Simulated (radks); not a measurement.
Valence configurations of Al2+ (all share [Ne]). Calculated with a radial shooting solver on a logarithmic mesh with Libxc functionals: Dirac Kohn-Sham, PBEsol, spin-unpolarised, spherical densities, point nucleus; open shells fill j = l - 1/2 first. Energies are relative to 3s1; eigenvalues in eV.

| valence | E (eV) | e(3p1/2) | e(3s1/2) |
|---|---|---|---|
| 3s1 | 0.000 | - | -23.650 |
| 3s0.5 3p0.5 | 3.244 | -17.504 | -23.993 |
| 3p1 | 6.488 | -17.827 | - |

NIST lists [Ne] 3s1 as the ground configuration; this level of theory agrees among the configurations tried. The energies are those of spherical spin-averaged densities, not of single terms.
